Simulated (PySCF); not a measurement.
H₈PSi₃ (SMILES [SiH2]P([SiH3])[SiH3]), doublet, at a GFN2-xTB geometry; CCSD(T)/STO-3G run with PySCF.

Input for PySCF:
```python
from pyscf import gto, scf, cc

mol = gto.Mole()
mol.atom = '''
    Si   -0.53553481    1.95659748   -0.18433632
    P    -0.18297106   -0.03455366    0.70585406
    Si    1.95119675   -0.44171437    0.23864680
    Si   -1.28042654   -1.37952794   -0.68048368
    H    -1.97115061    2.23838223   -0.07004645
    H     0.19729997    2.93848098    0.62251224
    H     2.24448884   -1.78709677    0.72598334
    H     2.72504487    0.56655955    0.95728692
    H     2.22169908   -0.35381557   -1.19799027
    H    -2.68284589   -0.97943007   -0.60603474
    H    -0.79563989   -1.25598825   -2.05686705
    H    -1.08762608   -2.74375946   -0.19623004
'''
mol.basis = 'sto-3g'
mol.spin = 1
mol.verbose = 4
mol.build()

mf = scf.UHF(mol)
mf.kernel()

mycc = cc.CCSD(mf, frozen=20)
mycc.kernel()
et = mycc.ccsd_t()
print('E(CCSD(T)) = %.10f' % (mycc.e_tot + et))
```

What the program printed (banner, timings and long lists left out):

```
PySCF version 2.14.0

[INPUT] verbose = 4
[INPUT] num. atoms = 12
[INPUT] num. electrons = 65
[INPUT] charge = 0
[INPUT] spin (= nelec alpha-beta = 2S) = 1
[INPUT] symmetry False subgroup None
[INPUT] Mole.unit = angstrom
[INPUT] Symbol           X                Y                Z      unit          X                Y                Z       unit  Magmom
[INPUT]  1 Si    -0.535534810000   1.956597480000  -0.184336320000 AA   -1.012014121071   3.697433373214  -0.348345159610 Bohr   0.0
[INPUT]  2 P     -0.182971060000  -0.034553660000   0.705854060000 AA   -0.345765192121  -0.065296954001   1.333870857312 Bohr   0.0
[INPUT]  3 Si     1.951196750000  -0.441714370000   0.238646800000 AA    3.687227472641  -0.834719184585   0.450977092504 Bohr   0.0
[INPUT]  4 Si    -1.280426540000  -1.379527940000  -0.680483680000 AA   -2.419655483224  -2.606929987785  -1.285927787436 Bohr   0.0
[INPUT]  5 H     -1.971150610000   2.238382230000  -0.070046450000 AA   -3.724934803169   4.229929376793  -0.132368606498 Bohr   0.0
[INPUT]  6 H      0.197299970000   2.938480980000   0.622512240000 AA    0.372842907685   5.552924274444   1.176377642790 Bohr   0.0
[INPUT]  7 H      2.244488840000  -1.787096770000   0.725983340000 AA    4.241469197243  -3.377123453395   1.371909683597 Bohr   0.0
[INPUT]  8 H      2.725044870000   0.566559550000   0.957286920000 AA    5.149588481451   1.070642382757   1.809010101428 Bohr   0.0
[INPUT]  9 H      2.221699080000  -0.353815570000  -1.197990270000 AA    4.198402792398  -0.668614525907  -2.263873510194 Bohr   0.0
[INPUT] 10 H     -2.682845890000  -0.979430070000  -0.606034740000 AA   -5.069843966515  -1.850854590464  -1.145239680572 Bohr   0.0
[INPUT] 11 H     -0.795639890000  -1.255988250000  -2.056867050000 AA   -1.503541485879  -2.373473808172  -3.886915399142 Bohr   0.0
[INPUT] 12 H     -1.087626080000  -2.743759460000  -0.196230040000 AA   -2.055315417134  -5.184953931085  -0.370821033012 Bohr   0.0

nuclear repulsion = 334.62035101914
number of shells = 28
number of NR pGTOs = 132
number of NR cGTOs = 44
basis = sto-3g
ecp = {}

******** <class 'pyscf.scf.uhf.UHF'> ********
method = UHF
initial guess = minao
damping factor = 0
level_shift factor = 0
DIIS = <class 'pyscf.scf.diis.CDIIS'>
diis_start_cycle = 1
diis_space = 8
diis_damp = 0
SCF conv_tol = 1e-09
SCF conv_tol_grad = None
SCF max_cycles = 50
direct_scf = True
direct_scf_tol = 1e-13
number electrons alpha = 33  beta = 32
Set gradient conv threshold to 3.16228e-05
init E= -1197.45981253393

cycle= 1 E= -1198.33658219536  delta_E= -0.877  |g|= 0.149  |ddm|= 2.69
cycle= 2 E= -1198.3641843204  delta_E= -0.0276  |g|= 0.0479  |ddm|= 0.369
cycle= 3 E= -1198.36791994991  delta_E= -0.00374  |g|= 0.0205  |ddm|= 0.134
cycle= 4 E= -1198.36899934948  delta_E= -0.00108  |g|= 0.00797  |ddm|= 0.0817
cycle= 5 E= -1198.36923618758  delta_E= -0.000237  |g|= 0.0038  |ddm|= 0.0431
cycle= 6 E= -1198.36929242945  delta_E= -5.62e-05  |g|= 0.00167  |ddm|= 0.0247
cycle= 7 E= -1198.36930347033  delta_E= -1.1e-05  |g|= 0.000482  |ddm|= 0.0124
cycle= 8 E= -1198.3693043119  delta_E= -8.42e-07  |g|= 0.000166  |ddm|= 0.00317
cycle= 9 E= -1198.36930440408  delta_E= -9.22e-08  |g|= 6.19e-05  |ddm|= 0.000983
cycle= 10 E= -1198.36930441769  delta_E= -1.36e-08  |g|= 2.27e-05  |ddm|= 0.000377
cycle= 11 E= -1198.36930441961  delta_E= -1.91e-09  |g|= 7.65e-06  |ddm|= 0.000155
cycle= 12 E= -1198.3693044198  delta_E= -1.93e-10  |g|= 1.9e-06  |ddm|= 5.31e-05
Extra cycle  E= -1198.36930441981  delta_E= -9.55e-12  |g|= 1.17e-06  |ddm|= 4.51e-06
converged SCF energy = -1198.36930441981  <S^2> = 0.7528809  2S+1 = 2.0028788

******** <class 'pyscf.cc.uccsd.UCCSD'> ********
CC2 = 0
CCSD nocc = (np.int64(13), np.int64(12)), nmo = (24, 24)
frozen orbitals 20
max_cycle = 50
direct = 0
conv_tol = 1e-07
conv_tol_normt = 1e-06
diis_space = 6
diis_start_cycle = 0
diis_start_energy_diff = 1e+09
Init t2, MP2 energy = -0.14045616258288
Init E_corr(UCCSD) = -0.140456162584479
cycle = 1  E_corr(UCCSD) = -0.179075710611779  dE = -0.038619548  norm(t1,t2) = 0.0888229
cycle = 2  E_corr(UCCSD) = -0.192232007390372  dE = -0.0131562968  norm(t1,t2) = 0.0345296
cycle = 3  E_corr(UCCSD) = -0.200301980814019  dE = -0.00806997342  norm(t1,t2) = 0.0158154
cycle = 4  E_corr(UCCSD) = -0.200243618787641  dE = 5.83620264e-05  norm(t1,t2) = 0.00431115
cycle = 5  E_corr(UCCSD) = -0.20021741937493  dE = 2.61994127e-05  norm(t1,t2) = 0.00163255
cycle = 6  E_corr(UCCSD) = -0.200224221897826  dE = -6.8025229e-06  norm(t1,t2) = 0.000689188
cycle = 7  E_corr(UCCSD) = -0.200213637031855  dE = 1.0584866e-05  norm(t1,t2) = 0.000232011
cycle = 8  E_corr(UCCSD) = -0.200215761520904  dE = -2.12448905e-06  norm(t1,t2) = 8.6382e-05
cycle = 9  E_corr(UCCSD) = -0.200215692061045  dE = 6.94598584e-08  norm(t1,t2) = 3.75145e-05
cycle = 10  E_corr(UCCSD) = -0.200215763541251  dE = -7.14802057e-08  norm(t1,t2) = 1.65868e-05
cycle = 11  E_corr(UCCSD) = -0.20021529286171  dE = 4.70679541e-07  norm(t1,t2) = 5.56796e-06
cycle = 12  E_corr(UCCSD) = -0.200215048375775  dE = 2.44485936e-07  norm(t1,t2) = 2.12483e-06
cycle = 13  E_corr(UCCSD) = -0.200215011835671  dE = 3.65401034e-08  norm(t1,t2) = 8.30081e-07
UCCSD converged
E(UCCSD) = -1198.569519431645  E_corr = -0.2002150118356712
UCCSD(T) correction = -0.00208349781210829
E(CCSD(T)) = -1198.5716029295
```
